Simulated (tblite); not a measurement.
Species: C₄H₈F₂Si.
Z-matrix (Å and degrees, GFN2-xTB geometry), rows numbered from 1:
```
F 
C   1  1.3623
F   2  1.3625  1  105.41
C   2  1.5026  1  111.14  3   121.68
C   4  1.5429  2  114.38  1   165.53
C   5  1.5443  4  100.00  2  -128.12
Si  6  1.9143  5   91.64  4     8.06
H   2  1.1008  1  107.13  3  -113.71
H   4  1.0909  2  107.48  1   -69.35
H   5  1.0898  4  110.95  2   -10.29
H   5  1.0885  4  113.02  2   110.92
H   6  1.0879  5  112.07  4  -109.28
H   6  1.0872  5  113.49  4   129.36
H   7  1.4611  4  114.23  2    12.24
H   7  1.4596  4  115.31  2  -120.06
```

Computed values, GFN2-xTB/tblite, gas phase, harmonic and unscaled. This tight-binding method is rough: wavenumbers can miss measured ones by several per cent, in bad cases by 10 to 20. Modes of hydrogen on silicon can be 10 to 20 % off. One conformer, not necessarily the lowest.

Harmonic wavenumbers (cm⁻¹): 39.1, 54.2, 138.6, 275.0, 342.2, 390.0, 431.3, 486.1, 506.2, 566.6, 621.8, 695.9, 733.7, 756.8, 789.6, 870.8, 975.7, 993.7, 1013.5, 1045.8, 1088.9, 1122.0, 1165.4, 1187.7, 1208.2, 1241.0, 1274.6, 1289.0, 1331.8, 1467.4, 1494.4, 2287.5, 2298.9, 2887.1, 2978.5, 2991.3, 3008.5, 3014.2, 3021.5.

A = 3764, B = 1489, C = 1137 MHz; mass 122.036 u (most abundant isotopes); point group C1, symmetry number 1.

Question: What is the zero-point energy?

Answer: Half the sum of the wavenumbers: 24042 cm⁻¹ = 68.74 kcal/mol.

Question: Entropy at 273.15 K, 1 bar (ideal gas, RRHO, classical rotation)?

Answer: Translation 39.90, rotation 28.05, vibration 19.65: S = 87.6 cal/(mol K).

Question: And Cp and H(273.15 K) − H(0)?

Answer: Cp = 29.38 cal/(mol K), of which vibrations give 21.44 (their classical limit is 39 R = 77.5); H(273.15 K) − H(0) = 4.94 kcal/mol without the zero-point energy, 2.76 from vibrations.

Question: Blend soft modes into free rotors: weight 1/[1 + (100 cm⁻¹/ν̃)⁴] for the oscillator and the rest for a rotor with moment μB/(μ + B), μ = h/(8π²ν), B = 10⁻⁴⁴ kg m². What vibrational entropy results?

Answer: 17.21 cal/(mol K) in place of 19.65, which changes −T·S at 273.15 K by +0.67 kcal/mol.

Question: Which modes carry the vibrational entropy at 273.15 K?

Answer: 39.1 cm⁻¹: 5.13; 54.2 cm⁻¹: 4.48; 138.6 cm⁻¹: 2.66; 275.0 cm⁻¹: 1.42; 342.2 cm⁻¹: 1.07; 390.0 cm⁻¹: 0.87 cal/(mol K); the other 33 give 4.03 together.

Question: What must be added to the electronic energy to get the Gibbs energy at 273.15 K and 1 bar?

Answer: ZPE + [H(273.15 K) − H(0)] − T·S = 68.74 + 4.94 − 23.93 = 49.75 kcal/mol.

Hindered rotation and anharmonicity are outside this model. Other conformers, if any are populated, would add a mixing term that is left out. The structure is chiral; the term R ln 2 for an equal mix with its mirror image is left out.

Time: 0.74 s. Hardware: one thread, Arm Neoverse N1 (aarch64), shared host with 64 logical CPUs at a one-minute load of 61. This covers the Hessian and the dipole derivatives.
